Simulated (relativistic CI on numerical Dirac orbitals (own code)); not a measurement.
Ge XVI: sensitivity of the levels to the model

Base calculation: Dirac-Coulomb-Breit CI, KLI orbitals optimised for each configuration, model QED (radiative potential, 1s self-energy scaled to tabulated hydrogen-like ionisation energies), unscaled Slater integrals.

CI space (outside the closed core [Ne]): 3s2.3p5, 3s.3p6, 3s2.3p4.3d, 3s.3p5.3d, 3p6.3d, 3s.3p4.3d2, 3s2.3p4.4s, 3s2.3p3.3d.4p, 3p6.4s, 3s2.3p4.4p, 3p6.4p, 3s.3p4.3d.4s, 3s2.3p4.4d, 3s2.3p3.3d.4s, 3s2.3p2.3d2.4s, 3s.3p3.3d2.4s, 3s2.3p2.3d.4s2, 3s2.3p2.3d.4s.4p, 3s2.3p2.3d.4s.4d. Double excitations out of closed p, d and f shells are left out; levels of such configurations are missing from the list, as are those of other unlisted configurations, and high levels can miss mixing partners.

The lowest level and the first level of each name with at least 55 % of one term (blank where a level has no safe partner in the second run):

| Level | Base (cm⁻¹) | Shift (cm⁻¹) |
| --- | --- | --- |
| 3s2.3p5 2P°_3/2 | 0 | 0 |
| 3s2.3p5 2P°_1/2 | 48104 | -48104 |
| 3s.3p6 2S_1/2 | 415943 | -55101 |
| 3s2.3p4.3d 4D_5/2 | 554500 | -27625 |
| 3s2.3p4.3d 4D_3/2 | 556992 | -30117 |
| 3s2.3p4.3d 4D_7/2 | 557575 | -30700 |
| 3s2.3p4.3d 4D_1/2 | 563008 | -36133 |
| 3s2.3p4.3d 4F_9/2 | 596267 | -19759 |
| 3s2.3p4.3d 2P_1/2 | 603491 | -25794 |
| 3s2.3p4.3d 4F_7/2 | 606509 | -30001 |
| 3s2.3p4.3d 4P_1/2 | 620064 | -24590 |
| 3s2.3p4.3d 4F_5/2 | 623656 | -47147 |
| 3s2.3p4.3d 4F_3/2 | 629764 |  |
| 3s2.3p4.3d 4P_5/2 | 640569 | -45095 |
| 3s2.3p4.3d 2D_5/2 | 652081 | -55861 |
| 3s2.3p4.3d 2G_7/2 | 662569 | -47916 |
| 3s2.3p4.3d 2G_9/2 | 666731 | -52078 |
| 3s2.3p4.3d 2F_5/2 | 668178 | -57340 |
| 3s2.3p4.3d 2S_1/2 | 784554 | -48926 |
| 3s.3p5.3d 4P°_1/2 | 1052490 | -65979 |
| 3s.3p5.3d 4P°_3/2 | 1060386 | -73874 |
| 3s.3p5.3d 4P°_5/2 | 1074999 | -88487 |

At this charge energies of transitions that change n are usually good to better than 1 %, and those within a shell (Δn = 0) to a few per cent.

One thing was changed in a second run, which moved the levels as shown. Which?
A. only the first 3 configurations
B. non-relativistic limit
C. QED terms removed
D. configuration mixing switched off
E. Breit term removed

B. Non-relativistic limit. Without relativity the fine structure collapses and s electrons lose their extra binding.

LS names give the leading component of a level, which can be under half, so a name can repeat, a term be missing and a line seem to break the LS rules.
